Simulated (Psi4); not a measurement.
A run for Psi4: SAPT0/jun-cc-pV(D+d)Z on C4H10O (a complex), monomers drawn apart or pushed together.

```
memory 2025 MB

molecule dimer {
0 1
C    -0.44378606    0.26334721    0.86129778
C     0.71425943   -0.14896037    0.36590407
H    -0.82173161   -0.10254413    1.80829003
H    -1.05551818    0.98643933    0.33427706
H     1.09652573    0.21700552   -0.57961663
H     1.32753172   -0.87556928    0.88562476
--
0 1
C    -0.67982898    0.97747735    6.51753945
O    -0.65638926   -0.39697504    6.19760652
C     0.65147758   -0.92705733    6.20250219
H    -0.10507013    1.56567055    5.79095171
H    -0.26955218    1.16059379    7.51909771
H    -1.71976926    1.29965832    6.49490245
H     1.29317644   -0.41116376    5.47726015
H     0.57774344   -1.97898002    5.93064121
H     1.11133854   -0.84463905    7.19586535
units angstrom
symmetry c1
no_reorient
no_com
}

set {
  basis jun-cc-pV(D+d)Z
  scf_type df
  freeze_core true
}

energy('sapt0')
```

It printed:

```
[...]
==> Input File <==

--------------------------------------------------------------------------
memory 2025 MB

molecule dimer {
0 1
C    -0.44378606    0.26334721    0.86129778
C     0.71425943   -0.14896037    0.36590407
H    -0.82173161   -0.10254413    1.80829003
H    -1.05551818    0.98643933    0.33427706
H     1.09652573    0.21700552   -0.57961663
H     1.32753172   -0.87556928    0.88562476
--
0 1
C    -0.67982898    0.97747735    6.51753945
O    -0.65638926   -0.39697504    6.19760652
C     0.65147758   -0.92705733    6.20250219
H    -0.10507013    1.56567055    5.79095171
H    -0.26955218    1.16059379    7.51909771
H    -1.71976926    1.29965832    6.49490245
H     1.29317644   -0.41116376    5.47726015
H     0.57774344   -1.97898002    5.93064121
H     1.11133854   -0.84463905    7.19586535
units angstrom
symmetry c1
no_reorient
no_com
}

set {
  basis jun-cc-pV(D+d)Z
  scf_type df
  freeze_core true
}

energy('sapt0')
--------------------------------------------------------------------------


   => Loading Basis Set <=

    Name: JUN-CC-PV(D+D)Z
    Role: ORBITAL
    Keyword: BASIS
    atoms 1-2, 7, 9  entry C          line   188 file jun-cc-pv_dpd_z.gbs
    atoms 3-6, 10-15 entry H          line    60 file jun-cc-pv_dpd_z.gbs
    atoms 8          entry O          line   256 file jun-cc-pv_dpd_z.gbs

   => Loading Basis Set <=

    Name: JUN-CC-PV(D+D)Z
    Role: ORBITAL
    Keyword: BASIS
    atoms 1-2, 7, 9  entry C          line   188 file jun-cc-pv_dpd_z.gbs
    atoms 3-6, 10-15 entry H          line    60 file jun-cc-pv_dpd_z.gbs
    atoms 8          entry O          line   256 file jun-cc-pv_dpd_z.gbs


  //>>>>>>>>>>>>>>>>>>>>>>>>>>>>>>>>>>>//
  //              Dimer HF             //
  //<<<<<<<<<<<<<<<<<<<<<<<<<<<<<<<<<<<//

   => Libint2 <=

    Primary   basis highest AM E, G, H:  7, 6, 3
    Auxiliary basis highest AM E, G, H:  7, 7, 4
    Onebody   basis highest AM E, G, H:  -, -, -
    Solid Harmonics ordering:            Gaussian


   => Loading Basis Set <=

    Name: JUN-CC-PV(D+D)Z
    Role: ORBITAL
    Keyword: BASIS
    atoms 1-2, 7, 9  entry C          line   188 file jun-cc-pv_dpd_z.gbs
    atoms 3-6, 10-15 entry H          line    60 file jun-cc-pv_dpd_z.gbs
    atoms 8          entry O          line   256 file jun-cc-pv_dpd_z.gbs


         ---------------------------------------------------------
                                   SCF
               by Justin Turney, Rob Parrish, Andy Simmonett
                          and Daniel G. A. Smith
                              RHF Reference
                        1 Threads,   1931 MiB Core
         ---------------------------------------------------------

  ==> Geometry <==

    Molecular point group: c1
    Full point group: C1

    Geometry (in Angstrom), charge = 0, multiplicity = 1:

       Center              X                  Y                   Z               Mass
    ------------   -----------------  -----------------  -----------------  -----------------
         C           -0.443786060000     0.263347210000     0.861297780000    12.000000000000
         C            0.714259430000    -0.148960370000     0.365904070000    12.000000000000
         H           -0.821731610000    -0.102544130000     1.808290030000     1.007825032230
         H           -1.055518180000     0.986439330000     0.334277060000     1.007825032230
         H            1.096525730000     0.217005520000    -0.579616630000     1.007825032230
         H            1.327531720000    -0.875569280000     0.885624760000     1.007825032230
         C           -0.679828980000     0.977477350000     6.517539450000    12.000000000000
         O           -0.656389260000    -0.396975040000     6.197606520000    15.994914619570
         C            0.651477580000    -0.927057330000     6.202502190000    12.000000000000
         H           -0.105070130000     1.565670550000     5.790951710000     1.007825032230
         H           -0.269552180000     1.160593790000     7.519097710000     1.007825032230
         H           -1.719769260000     1.299658320000     6.494902450000     1.007825032230
         H            1.293176440000    -0.411163760000     5.477260150000     1.007825032230
         H            0.577743440000    -1.978980020000     5.930641210000     1.007825032230
         H            1.111338540000    -0.844639050000     7.195865350000     1.007825032230

  Running in c1 symmetry.

  Rotational constants: A =      0.23452  B =      0.00902  C =      0.00881 [cm^-1]
  Rotational constants: A =   7030.72989  B =    270.42803  C =    264.22690 [MHz]
  Nuclear repulsion =  155.146909609757643

  Charge       = 0
  Multiplicity = 1
  Electrons    = 42
  Nalpha       = 21
  Nbeta        = 21

  ==> Algorithm <==

  SCF Algorithm Type is DF.
  DIIS enabled.
  MOM disabled.
  Fractional occupation disabled.
  Guess Type is SAD.
  Energy threshold   = 1.00e-08
  Density threshold  = 1.00e-08
  Integral threshold = 1.00e-12

  ==> P
[...]
715874
     134A      3.771405   135A      4.159378   136A      5.175014
     137A      5.236009   138A      5.589529   139A     18.131098
     140A     18.636317

    Final Occupation by Irrep:
              A
    DOCC [    13 ]
    NA   [    13 ]
    NB   [    13 ]

  @DF-RHF Final Energy:  -154.08162314812878

   => Energetics <=

    Nuclear Repulsion Energy =             83.8948192706510980
    One-Electron Energy =                -375.4096674531144799
    Two-Electron Energy =                 137.4332250343345834
    Total Energy =                       -154.0816231481287844

Computation Completed


Properties will be evaluated at   0.000000,   0.000000,   0.000000 [a0]

Properties computed using the SCF density matrix


 Multipole Moments:

 ------------------------------------------------------------------------------------
     Multipole            Electronic (a.u.)      Nuclear  (a.u.)        Total (a.u.)
 ------------------------------------------------------------------------------------

 L = 1.  Multiply by 2.5417464519 to convert [e a0] to [Debye]
 Dipole X            :          9.0878794           -8.5668006            0.5210788
 Dipole Y            :          4.2777049           -3.9346751            0.3430299
 Dipole Z            :       -310.3693385          310.5005606            0.1312221
 Magnitude           :                                                    0.6375044

 ------------------------------------------------------------------------------------

  Constructing Basis Sets for SAPT...

   => Loading Basis Set <=

    Name: (JUN-CC-PV(D+D)Z AUX)
    Role: RIFIT
    Keyword: DF_BASIS_SAPT
    atoms 1-2, 7, 9  entry C          line   100 file jun-cc-pvdz-ri.gbs
    atoms 3-6, 10-15 entry H          line    30 file jun-cc-pvdz-ri.gbs
    atoms 8          entry O          line   188 file jun-cc-pvdz-ri.gbs

   => Loading Basis Set <=

    Name: (JUN-CC-PV(D+D)Z AUX)
    Role: JKFIT
    Keyword: DF_BASIS_ELST
    atoms 1-2, 7, 9  entry C          line   146 file jun-cc-pvdz-jkfit.gbs
    atoms 3-6, 10-15 entry H          line    70 file jun-cc-pvdz-jkfit.gbs
    atoms 8          entry O          line   258 file jun-cc-pvdz-jkfit.gbs


  //>>>>>>>>>>>>>>>>>>>>>>>>>>>>>>>>>>>//
  //               SAPT0               //
  //<<<<<<<<<<<<<<<<<<<<<<<<<<<<<<<<<<<//



        SAPT0
    Ed Hohenstein
     6 June 2009

      Orbital Information
  --------------------------
    NSO        =       140
    NMO        =       140
    NRI        =       465
    NRI (Elst) =       625
    NOCC A     =         8
    NOCC B     =        13
    FOCC A     =         2
    FOCC B     =         3
    NVIR A     =       132
    NVIR B     =       127

    Elst10,r            =    -0.000221362120 [Eh]
    Exch10              =     0.000005822121 [Eh]
    Exch10 (S^2)        =     0.000005822089 [Eh]

    Maxiter = 50
    CPHF R converge = 1.000000E-08

    Iter     Energy [mEh]          dE [mEh]         Residual      Time [s]
       1      -0.00809778       0.008097775     6.482515e-04             0
       2      -0.00966906       0.001571283     3.132347e-04             0
       3      -0.01059098       0.000921925     7.636809e-05             0
       4      -0.01057141      -0.000019570     2.707995e-05             1
       5      -0.01054040      -0.000031009     6.699357e-06             1
       6      -0.01054591       0.000005508     2.130795e-06             1
       7      -0.01054759       0.000001678     3.715671e-07             1
       8      -0.01054722      -0.000000373     5.917957e-08             1
       9      -0.01054725       0.000000031     1.171371e-08             1
      10      -0.01054725      -0.000000001     2.350592e-09             1

    CHF Iterations converged

    Maxiter = 50
    CPHF R converge = 1.000000E-08

    Iter     Energy [mEh]          dE [mEh]         Residual      Time [s]
       1      -0.00117265       0.001172646     2.382660e-04             0
       2      -0.00130793       0.000135282     1.270439e-04             0
       3      -0.00141633       0.000108405     2.881731e-05             0
       4      -0.00142404       0.000007710     6.379418e-06             0
       5      -0.00141975      -0.000004293     1.486755e-06             0
       6      -0.00141973      -0.000000016     4.877484e-07             0
       7      -0.00141994       0.000000202     1.016441e-07             0
       8      -0.00141992      -0.000000012     2.340585e-08             0
       9      -0.00141992      -0.000000004     7.309060e-09             0

    CHF Iterations converged

    Ind20,r (A<-B)      =    -0.000010547247 [Eh]
    Ind20,r (B<-A)      =    -0.000001419919 [Eh]
    Ind20,r             =    -0.000011967166 [Eh]
    Exch-Ind20,r (A<-B) =     0.000000739150 [Eh]
    Exch-Ind20,r (B<-A) =     0.000000100436 [Eh]
    Exch-Ind20,r        =     0.000000839586 [Eh]
    Disp20              =    -0.000212645253 [Eh]
    Disp20 (SS)         =    -0.000106322627 [Eh]
    Disp20 (OS)         =    -0.000106322627 [Eh]
    Exch-Disp20         =     0.000000788647 [Eh]
    Exch-Disp20 (SS)    =     0.000000536395 [Eh]
    Exch-Disp20 (OS)    =     0.000000252253 [Eh]

    SAPT Results
  --------------------------------------------------------------------------------------------------------
    Electrostatics                 -0.22136212 [mEh]      -0.13890683 [kcal/mol]      -0.58118617 [kJ/mol]
      Elst10,r                     -0.22136212 [mEh]      -0.13890683 [kcal/mol]      -0.58118617 [kJ/mol]

    Exchange                        0.00582212 [mEh]       0.00365344 [kcal/mol]       0.01528598 [kJ/mol]
      Exch10                        0.00582212 [mEh]       0.00365344 [kcal/mol]       0.01528598 [kJ/mol]
      Exch10(S^2)                   0.00582209 [mEh]       0.00365342 [kcal/mol]       0.01528589 [kJ/mol]

    Induction                      -0.01165593 [mEh]      -0.00731420 [kcal/mol]      -0.03060263 [kJ/mol]
      Ind20,r                      -0.01196717 [mEh]      -0.00750951 [kcal/mol]      -0.03141979 [kJ/mol]
      Exch-Ind20,r                  0.00083959 [mEh]       0.00052685 [kcal/mol]       0.00220433 [kJ/mol]
      delta HF,r (2)               -0.00052835 [mEh]      -0.00033154 [kcal/mol]      -0.00138718 [kJ/mol]

    Dispersion                     -0.21185661 [mEh]      -0.13294203 [kcal/mol]      -0.55622944 [kJ/mol]
      Disp20                       -0.21264525 [mEh]      -0.13343691 [kcal/mol]      -0.55830004 [kJ/mol]
      Exch-Disp20                   0.00078865 [mEh]       0.00049488 [kcal/mol]       0.00207059 [kJ/mol]
      Disp20 (SS)                  -0.10632263 [mEh]      -0.06671846 [kcal/mol]      -0.27915002 [kJ/mol]
      Disp20 (OS)                  -0.10632263 [mEh]      -0.06671846 [kcal/mol]      -0.27915002 [kJ/mol]
      Exch-Disp20 (SS)              0.00053639 [mEh]       0.00033659 [kcal/mol]       0.00140830 [kJ/mol]
      Exch-Disp20 (OS)              0.00025225 [mEh]       0.00015829 [kcal/mol]       0.00066229 [kJ/mol]

  Total HF                         -0.22719593 [mEh]      -0.14256760 [kcal/mol]      -0.59650282 [kJ/mol]
  Total SAPT0                      -0.43905253 [mEh]      -0.27550962 [kcal/mol]      -1.15273227 [kJ/mol]

  Special recipe for scaled SAPT0 (see Manual):
    Electrostatics sSAPT0          -0.22136212 [mEh]      -0.13890683 [kcal/mol]      -0.58118617 [kJ/mol]
    Exchange sSAPT0                 0.00582212 [mEh]       0.00365344 [kcal/mol]       0.01528598 [kJ/mol]
    Induction sSAPT0               -0.01165593 [mEh]      -0.00731420 [kcal/mol]      -0.03060263 [kJ/mol]
    Dispersion sSAPT0              -0.21185661 [mEh]      -0.13294203 [kcal/mol]      -0.55622944 [kJ/mol]
  Total sSAPT0                     -0.43905253 [mEh]      -0.27550962 [kcal/mol]      -1.15273227 [kJ/mol]
  --------------------------------------------------------------------------------------------------------



*** Psi4 exiting successfully. Buy a developer a beer!
```

The run finished.

Cost: very roughly 18 core-seconds.
